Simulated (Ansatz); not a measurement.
## Cost against result

Saddle point of Si$_{2}$NH$_{9}$O$_{2}$F$_{2}$, closed shell (Si₂H₄OF₂ ([OH][Si]([F])([F])[SiH3]) + H₂O + NH₃ → SiNH₃OF₂ ([NH2][Si]([OH])([F])[F]) + SiH₄ + H₂O; bonds formed: Si2–H8, H6–O9; dative contacts that become bonds: Si1–N7; bonds broken: Si1–Si2, H6–N7, H8–O9), PBE0-D4/def2-TZVP structure:

```
16
angstrom
Si -0.7251 0.7188 -0.3182
Si 1.1416 -1.0131 -1.1225
F -1.1093 0.2063 -1.8262
F -2.1166 0.2847 0.3652
O -0.5705 2.3140 -0.6704
H -0.0815 -0.5461 1.7066
N 0.1311 0.8179 1.2907
H 0.0586 -1.3108 0.3068
O -0.2108 -1.6224 1.5248
H 2.3320 -1.5669 -0.4117
H 0.7496 -1.9120 -2.2329
H 1.6083 0.2894 -1.6935
H -0.8738 2.5554 -1.5485
H 1.1166 1.0440 1.2086
H -0.2943 1.5532 1.8494
H -1.1559 -1.8122 1.5719
```

Barriers are electronic and count from the start structure reached by relaxing down the imaginary mode.

Computed with Ansatz 0.2.0 (basis: as named in each row); correlated methods freeze the cores. B3LYP uses VWN-RPA correlation. Extrapolation: Hartree–Fock as exp(−7.88 √X), correlation as X^−2.97.

Times are rough, for one single point on 5 threads of a shared host (AMD EPYC 7R13), with one NVIDIA H100 (or a share of it) where marked.

The estimate by CCSD(T) at an estimated basis limit (MP2 extrapolated from triple and quadruple zeta, plus CCSD(T) − MP2 in triple zeta) is 2.381 eV.

```csv
method,basis,time (s),barrier (eV),method less estimate
HF,STO-3G,under 1,3.332,0.951
PBE-D4,STO-3G,under 1,0.653,-1.728
SPW92,def2-SVP,under 1,1.329,-1.053
B3LYP-D4,6-31G,1,2.572,0.191
PBE-D4,def2-SVP,1,1.749,-0.633
PBE0-D4,def2-SVP,2,2.095,-0.286
wB97M-V,def2-SVP,6,2.213,-0.168
CCSD(T),def2-SVP,13 (H100),2.553,0.172
SPW92,def2-TZVPP,13 (H100),1.434,-0.947
MP2,def2-QZVPP,14 (H100),2.279,-0.102
BLYP-D4,def2-TZVPP,14 (H100),2.029,-0.352
r2SCAN-D4,def2-TZVPP,14 (H100),1.960,-0.421
PBE0-D4,def2-TZVPP,14 (H100),2.105,-0.276
B3LYP-D4,def2-TZVPP,14 (H100),2.237,-0.144
r2SCAN0-D4,def2-TZVPP,14 (H100),2.173,-0.208
wB97M-V,def2-TZVPP,14 (H100),2.266,-0.115
B2PLYP,def2-TZVPP,14 (H100),2.318,-0.063
PBE-D4,def2-TZVPP,15 (H100),1.832,-0.549
BHLYP-D4,def2-TZVPP,15 (H100),2.572,0.191
PBE-QIDH,def2-TZVPP,15 (H100),2.288,-0.093
B97M-V,def2-TZVPP,17 (H100),2.226,-0.156
wB97X-V,def2-TZVPP,17 (H100),2.345,-0.036
CAM-B3LYP-D4,def2-TZVPP,18 (H100),2.313,-0.068
RPA on PBE,def2-TZVPP,19 (H100),2.332,-0.049
CCSD(T),def2-TZVPP,21 (H100),2.377,-0.005
```

All methods are single points on the PBE0-D4 structures.

The T1 diagnostic stays at or below 0.013.

Labels in which every atom is bracketed show which atoms are joined, not bond orders.
